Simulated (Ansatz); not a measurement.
A set of 12 reactions (silylene loss), with CCSD(T)/CBS values in kJ/mol:

| reaction | ΔE |
| --- | --- |
| `[SiH3]SS[SiH3]` → `[SiH3]SS` + `[SiH2]` | 297.3 |
| `N[SiH](Cl)N[SiH3]` → `N[SiH](N)Cl` + `[SiH2]` | 289.7 |
| `[SiH3][SiH2][SiH3]` → `[SiH3][SiH3]` + `[SiH2]` | 243.9 |
| `O[SiH]([SiH3])S` → `O[SiH2]S` + `[SiH2]` | 229.3 |
| `[OH][SbH][NH][SiH3]` → `[NH2][SbH][OH]` + `[SiH2]` | 298.4 |
| `CNB(F)[SiH3]` → `CNBF` + `[SiH2]` | 212.7 |
| `[F][Sn]([F])([F])[SiH3]` → `[F][SnH]([F])[F]` + `[SiH2]` | 285.6 |
| `[SiH3][O][In]([SH])[O][SiH3]` → `[OH][In]([SH])[O][SiH3]` + `[SiH2]` | 337.4 |
| `BN([SiH3])[SiH2]Cl` → `BN[SiH2]Cl` + `[SiH2]` | 277.3 |
| `FBO[SiH3]` → `OBF` + `[SiH2]` | 320.2 |
| `O[Si]1(O[SiH3])CO1` → `O[Si]1(O)CO1` + `[SiH2]` | 338.7 |
| `CC(F)[SiH2][SiH3]` → `CC(F)[SiH3]` + `[SiH2]` | 238.7 |

Computed with Ansatz on PBE0-D4/def2-TZVP structures; ΔE is electronic, products minus reactants. CCSD(T)/CBS is the MP2 limit (def2-TZVPP, def2-QZVPP) plus CCSD(T) − MP2 in def2-TZVPP, frozen cores. This one scheme is used for every species. Functionals use def2-TZVPP. B3LYP here is the variant with VWN-RPA as its local correlation; programs differ in this. Elements past krypton have def2 core potentials. For In, Sb, Sn outer-core shells are correlated without core-valence functions, which leaves a few kJ/mol of doubt a bond. One conformer a species, not always the lowest.

Give the mean, mean absolute and largest difference (level minus CCSD(T)/CBS, kJ/mol) for: PBE-D4, r2SCAN-D4, B3LYP-D4, ωB97X-V, B2PLYP, PBE, r2SCAN, HF/def2-TZVPP, SCS-MP2/def2-TZVPP, CCSD/def2-TZVPP, CCSD(T)/def2-TZVPP, MP2/def2-QZVPP, SCS-MP2/def2-QZVPP, MP2/CBS(def2). (Estimate.)

Computed: 
```csv
level,mean,mean absolute,largest
PBE-D4,1.8,11.0,16.3
r2SCAN-D4,19.3,19.3,24.6
B3LYP-D4,-3.7,3.7,-6.7
ωB97X-V,9.0,9.0,12.4
B2PLYP,-6.0,6.0,-9.4
PBE,-7.2,12.5,-24.5
r2SCAN,16.9,16.9,22.3
HF/def2-TZVPP,-17.9,18.5,-29.6
SCS-MP2/def2-TZVPP,0.6,5.2,7.4
CCSD/def2-TZVPP,-11.7,11.7,-16.7
CCSD(T)/def2-TZVPP,-7.3,7.3,-12.4
MP2/def2-QZVPP,16.7,16.7,21.1
SCS-MP2/def2-QZVPP,5.4,6.2,11.6
MP2/CBS(def2),19.4,19.4,25.1
```

The largest T1 diagnostic in the set is 0.016, for `[OH][In]([SH])[O][SiH3]` (customary mark 0.02).

CCSD(T)/CBS is a level of theory with its own doubt, and the functionals carry their triple-zeta basis error, so these figures describe this set and don't rank the functionals.
